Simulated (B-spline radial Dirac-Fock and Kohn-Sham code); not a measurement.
# Scattering functions of Nd⁴⁹⁺

System: Nd⁴⁹⁺, configuration 1s2 2s2 2p6 3s1.

These are calculated numbers from a radial B-spline solver; the model is Dirac-Fock orbitals of the configuration average with a finite nucleus. f₀ is the Fourier transform of the spherical electron density, S the Waller-Hartree incoherent function, and s = sin θ/λ. The electron scattering factor follows from the Mott-Bethe formula f_e = 0.023934 Å⁻¹·(Z − f₀)/s².

```tsv
s (Å⁻¹)	f₀	S	f_e (Å)
0	11.000	0.000	–
0.05	10.997	0.004	469.132
0.1	10.989	0.016	117.302
0.15	10.976	0.036	52.148
0.2	10.958	0.064	29.344
0.25	10.934	0.099	18.789
0.3	10.906	0.141	13.056
0.35	10.872	0.190	9.599
0.4	10.834	0.246	7.355
0.45	10.791	0.308	5.816
0.5	10.743	0.375	4.716
0.6	10.635	0.525	3.282
0.7	10.510	0.692	2.417
0.8	10.370	0.871	1.856
0.9	10.217	1.060	1.471
1	10.052	1.254	1.195
1.1	9.877	1.451	0.991
1.2	9.694	1.649	0.836
1.4	9.308	2.043	0.619
1.6	8.906	2.428	0.478
1.8	8.497	2.804	0.380
2	8.089	3.174	0.311
2.5	7.101	4.084	0.203
3	6.185	4.962	0.143
3.5	5.347	5.773	0.107
4	4.592	6.491	0.083
5	3.351	7.631	0.054
6	2.480	8.424	0.038
```

f₀ starts at the number of electrons, 11, and has fallen to half at s ≈ 3.41 Å⁻¹. The sum of ⟨r²⟩ over the electrons is 0.1433 bohr². For an ion f_e diverges as s goes to zero, because of the net charge.
